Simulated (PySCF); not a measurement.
CH₃O₃Tc, multiplicity 1. Atoms are numbered in the order given.

```xyz
8

Tc     0.0000     0.0000    -0.1096
O     -1.3966     0.8063    -0.5789
O      1.3966     0.8063    -0.5789
O      0.0000    -1.6126    -0.5789
C      0.0000     0.0000     1.9511
H      0.0000     1.0442     2.2998
H      0.9043    -0.5221     2.2998
H     -0.9043    -0.5221     2.2998
```
Charge 0, spin multiplicity 1.

The structure is a stationary point at r2SCAN-D4/def2-SVP. The multiplicity is an assumed one; other spin states were not compared. The def2 effective core potentials stand for the cores of Tc; spin–orbit coupling is left out.

Calculation: PySCF with PBE/def2-TZVP.

Symmetry labels are those of the subgroup Cs that the program uses (full group C3v).

Computed valence orbital energies around the gap with their symmetry:
| orbital | symmetry | energy (eV) |
|---|---|---|
| HOMO−7 | A' | -11.08 |
| HOMO−6 | A" | -10.30 |
| HOMO−5 | A' | -10.30 |
| HOMO−4 | A' | -9.16 |
| HOMO−3 | A' | -8.50 |
| HOMO−2 | A' | -8.34 |
| HOMO−1 | A" | -8.34 |
| HOMO | A" | -8.05 |
| LUMO | A' | -4.30 |
| LUMO+1 | A" | -4.30 |
| LUMO+2 | A' | -2.17 |
| LUMO+3 | A' | -1.43 |
